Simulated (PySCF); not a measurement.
A structure optimised at B3LYP-D3(BJ)/def2-SVP, used in a PySCF frequency run:

```
Nb
O 1 1.6865
Cl 1 2.2952 2 107.88
Cl 1 2.2952 2 107.88 3 120.00
Cl 1 2.2952 2 107.88 3 -120.00
```
Charge 0, spin multiplicity 1.

Problem. Write its SMILES, formula and point group.

Solution. [O]=[Nb]([Cl])([Cl])[Cl], Cl₃NbO, C3v

Problem. What are its rotational constants (standard atomic weights)?

Solution. 1.4806, 1.4806, 0.99594 GHz
